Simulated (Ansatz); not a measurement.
One geometry of the cluster MoSe₂⁺, several levels of theory.

```yaml
crystal:
  periodic: [false, false, false]
  atoms:
    - {symbol: Mo, position_ang: [-0.922902, 0.634666, 0.822288]}
    - {symbol: Se, position_ang: [0.090458, 0.307094, -1.311001]}
    - {symbol: Se, position_ang: [0.832444, -0.941761, 0.488713]}
basis:
  gaussian: {orbitals: def2-TZVP, initial_orbitals: start.molden}
total_charge: 1
magnetization: {spin_polarized: true, initial_magnetization: 1}
correlation: {method: ccsd_t}
scf: {omitted_lower_state_checks: [starts, cluster_reference]}
output: {orbitals: {seedname: orbitals}}
```

The file start.molden holds the orbitals of an earlier run on this structure, at another level or in another basis.

```sh
$ ansatz run in.yaml --threads 4 --pin off --events-out ev --progress --plain --max-ram 3916MiB
```

Output, abridged:

```
Functional definition: HF
1008 factors; integrals over basis functions are off by at most 6.5e-4 eV
mean field evaluation 1: about -132435.7562 eV, gradient 2.3e1 eV
mean field evaluation 2: about -132437.1095 eV, gradient 1.5e0 eV
mean field evaluation 4: about -132437.6303 eV, gradient 1.5e0 eV
mean field evaluation 8: about -132437.6518 eV, gradient 4.1e-3 eV
mean field evaluation 16: about -132437.6600 eV, gradient 5.9e-1 eV
mean field evaluation 32: about -132437.9534 eV, gradient 1.9e-5 eV
mean field -132437.95339294 eV, -4867.0050175214 hartree, gradient 3.1e-6 eV, S^2 2.711524; 1 other end points of the search recorded, 0 dependent functions left out
18 core orbitals not correlated: weight in the atoms' cores, before any rotation towards them, 1.000 or more for the frozen orbitals, at most 0.000 for the correlated occupied ones
reference -132437.95339294 eV, -4867.0050175214 hartree; 23, 22 occupied and 95, 96 virtual orbitals, 1008 factors
second order -22.61706743 eV of doubles, -0.00000000 eV of singles
cycle   1  -21.78205254 eV  change    8.4e-1 eV  update   1.6e-1
cycle   2  -22.52050638 eV  change   -7.4e-1 eV  update   6.5e-2
cycle   3  -22.77416498 eV  change   -2.5e-1 eV  update   5.4e-2
cycle   4  -22.82207275 eV  change   -4.8e-2 eV  update   3.4e-2
cycle   5  -22.86277966 eV  change   -4.1e-2 eV  update   2.2e-2
cycle   6  -22.92213896 eV  change   -5.9e-2 eV  update   1.3e-2
cycle   7  -22.93054624 eV  change   -8.4e-3 eV  update   6.1e-3
cycle   8  -22.93932586 eV  change   -8.8e-3 eV  update   3.5e-3
cycle   9  -22.94129907 eV  change   -2.0e-3 eV  update   2.1e-3
cycle  10  -22.94001096 eV  change    1.3e-3 eV  update   1.3e-3
cycle  11  -22.94195258 eV  change   -1.9e-3 eV  update   8.3e-4
cycle  12  -22.94222296 eV  change   -2.7e-4 eV  update   5.9e-4
cycle  13  -22.94255817 eV  change   -3.4e-4 eV  update   5.0e-4
cycle  14  -22.94241519 eV  change    1.4e-4 eV  update   4.3e-4
cycle  15  -22.94221010 eV  change    2.1e-4 eV  update   3.5e-4
cycle  16  -22.94238737 eV  change   -1.8e-4 eV  update   2.6e-4
cycle  17  -22.94250065 eV  change   -1.1e-4 eV  update   1.9e-4
cycle  18  -22.94241978 eV  change    8.1e-5 eV  update   1.4e-4
cycle  19  -22.94232162 eV  change    9.8e-5 eV  update   1.1e-4
cycle  20  -22.94221134 eV  change    1.1e-4 eV  update   9.2e-5
cycle  21  -22.94221978 eV  change   -8.4e-6 eV  update   6.9e-5
cycle  22  -22.94227352 eV  change   -5.4e-5 eV  update   4.9e-5
cycle  23  -22.94228369 eV  change   -1.0e-5 eV  update   3.5e-5
perturbative correction -1.29090390 eV, -0.0474398432 hartree
WARN: the results are in doubt because among natural orbitals the method converges to other amplitudes
Total energy: -132462.18658052 eV, -4867.8955707394 hartree
In doubt: among natural orbitals the method converges to other amplitudes
Checks for a lower state left out: starts, cluster_reference
```

It took 2.5 min on 4 threads of Arm Neoverse V2 on a shared host, peak host memory 2.3 GiB.

As the first input, with `hamiltonian: {xc: r2scan, dispersion: d4}`, `scf: {omitted_lower_state_checks: [starts]}` and without the key `correlation` (abridged; 20 s):

```
Functional definition: r2SCAN
mean field evaluation 16: about -132547.8640 eV, gradient 9.6e-6 eV
mean field -132547.86395212 eV, -4871.0441560714 hartree, gradient 9.6e-6 eV, S^2 1.948943
Total energy: -132547.88632527 eV, -4871.0449782693 hartree
Checks for a lower state left out: starts
```

The first input with `hamiltonian: {xc: {name: revPBE}, dispersion: d4}`, `scf: {omitted_lower_state_checks: [starts]}` and without the key `correlation` (abridged; 4.1 s):

```
Functional definition: revPBE
mean field evaluation 16: about -132538.6076 eV, gradient 7.9e-6 eV
mean field -132538.60758763 eV, -4870.7039909505 hartree, gradient 7.9e-6 eV, S^2 1.803528
Total energy: -132538.86674796 eV, -4870.7135149169 hartree
Checks for a lower state left out: starts
```

As the first input, with `hamiltonian: {xc: {name: r2SCANh}, dispersion: d4}`, `scf: {omitted_lower_state_checks: [starts]}` and without the key `correlation` (abridged; 16 s):

```
Functional definition: r2SCANh
mean field -132547.07632974 eV, -4871.0152114827 hartree, gradient 6.2e-6 eV, S^2 2.109250
Total energy: -132547.10246032 eV, -4871.0161717638 hartree
Checks for a lower state left out: starts
```

The first input with `hamiltonian: {xc: pbe, dispersion: d4}`, `scf: {omitted_lower_state_checks: [starts]}`, `output: {forces: true, orbitals: {seedname: orbitals}}` and without the key `correlation` (abridged; 4.6 s):

```
Functional definition: PBE
mean field evaluation 16: about -132528.9608 eV, gradient 1.4e-5 eV
mean field -132528.96081334 eV, -4870.3494785341 hartree, gradient 1.7e-6 eV, S^2 1.795202
Total energy: -132529.09065443 eV, -4870.3542501063 hartree
Atom 0 force    -0.004585     0.005005    -0.002085 eV/Å
Atom 1 force    -0.003739     0.004193    -0.002073 eV/Å
Atom 2 force     0.008324    -0.009199     0.004159 eV/Å
Dipole moment:    -0.542951     0.373338     0.483899 e Å
Checks for a lower state left out: starts
```

First input, but with `hamiltonian: {xc: pbe0, dispersion: d4}`, `scf: {omitted_lower_state_checks: [starts]}` and without the key `correlation` (abridged; 9 s):

```
Functional definition: PBE0
mean field evaluation 16: about -132531.7393 eV, gradient 1.2e-5 eV
mean field -132531.73932574 eV, -4870.4515869814 hartree, gradient 8.6e-6 eV, S^2 2.127704
Total energy: -132531.84851568 eV, -4870.4555996377 hartree
Checks for a lower state left out: starts
```

Geometry: PBE-D4/def2-TZVP.

In the def2 sets Mo takes a core potential; there is no spin–orbit coupling. Correlated methods freeze 18 core orbitals; core or outer-core shells of Mo, Se are correlated, in sets that lack core-valence functions. At CCSD(T)/def2-TZVP the program marks the result for the charge 1 doublet as doubtful (other amplitudes). At CCSD(T)/def2-TZVP, r2SCAN-D4/def2-TZVP, revPBE-D4/def2-TZVP, r2SCANh-D4/def2-TZVP and others the charge 1 doublet is spin-contaminated (final ⟨S²⟩ up to 2.71, 0.75 for a pure state). No other spin state of charge 1 was run. The geometry of the doublet was relaxed on an unsound state (⟨S²⟩ 1.80, where a pure state has 0.75). Another isomer (doublet) lies 0.76 eV lower at PBE0-D4/def2-TZVP; other spin states weren't run for this one.
